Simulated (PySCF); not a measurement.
**[Dy(SH)2]+ at several levels of theory**

Computed with PySCF 2.14.0 (density fitting, no spin-orbit coupling) at the geometry relaxed with PBE0:

```xyz
5
[Dy(SH)2]+ (singlet in the valence; each metal's 4f electrons, 9 of them, lie in its core potential, out of spins and levels)
Dy    0.0000    0.0000   -0.7417
S     1.8778   -0.0778    0.8690
H     2.8487   -0.2341   -0.0700
S    -1.8778    0.0778    0.8690
H    -2.8487    0.2341   -0.0700
```

| level | basis | state | HOMO (eV) | gap (eV) | charge on Dy1 (e) | population of f-type functions on Dy1 (polarisation alone where 4f lies in the core) | dipole about the centre of mass (D) | largest force component (eV/Å) |
| --- | --- | --- | --- | --- | --- | --- | --- | --- |
| PBE0 | Dy lcecp-1-SVP with ECP55, S def2-SVP, H def2-SVP | singlet | -12.16 | 4.64 | 1.09 | 0.03 | 7.37 | 0.02 |
| CAM-B3LYP | the same | singlet | -13.33 | 6.52 | 1.06 | 0.03 | 7.56 | 0.11 |
| TPSSh | the same | singlet | -11.58 | 3.81 | 1.11 | 0.03 | 7.31 | 0.28 |

In the lcecp rows the 4f levels are missing from HOMO and gap, and the state counts the valence alone.

Charges are Mulliken's, which hang on the basis. The relaxation used the grid (50, 194), these runs (75, 302) or, all-electron (x2c bases, spin-free X2C Hamiltonian), (99, 590).

**Question.** What does PBE0 with Dy lcecp-1-TZVP with ECP55, S def2-TZVP, H def2-TZVP give here?

**Answer.** state singlet, HOMO (eV) -12.09, gap (eV) 4.65, charge on Dy1 (e) 1.38, population of f-type functions on Dy1 (polarisation alone where 4f lies in the core) 0.03, dipole about the centre of mass (D) 7.02, largest force component (eV/Å) 0.18. Time: 8.1 s on 2 threads of Arm Neoverse V1 (shared host), from free ions and atoms.

In the first row's basis the gap widens with exact exchange: 3.8 to 4.6 eV for TPSSh, PBE0 (a fixed share); 6.5 eV for CAM-B3LYP (rising or full at long range).

An lcecp potential fixes the number of 4f electrons, so in runs with it no electron can move into or out of that shell.
